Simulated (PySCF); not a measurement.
SbI₃, SMILES [I][Sb]([I])[I].

Geometry: PBE-D3(BJ)/def2-SVP. The isomer is the one that the SMILES or the coordinates give; other isomers of the formula were not compared. The def2 effective core potentials stand for the cores of I, Sb; spin–orbit coupling is left out.

These are CAM-B3LYP/def2-TZVP run with PySCF values and carry that method's errors.

Symmetry labels are those of the subgroup Cs that the program uses (full group C3v).

Computed valence orbital energies around the gap with their symmetry:
| orbital | symmetry | energy (eV) |
|---|---|---|
| HOMO−7 | A" | -11.25 |
| HOMO−6 | A' | -10.52 |
| HOMO−5 | A' | -9.45 |
| HOMO−4 | A" | -9.45 |
| HOMO−3 | A" | -8.96 |
| HOMO−2 | A' | -8.96 |
| HOMO−1 | A" | -8.86 |
| HOMO | A' | -8.62 |
| LUMO | A' | -2.10 |
| LUMO+1 | A" | -1.58 |
| LUMO+2 | A' | -1.58 |
| LUMO+3 | A' | 3.14 |
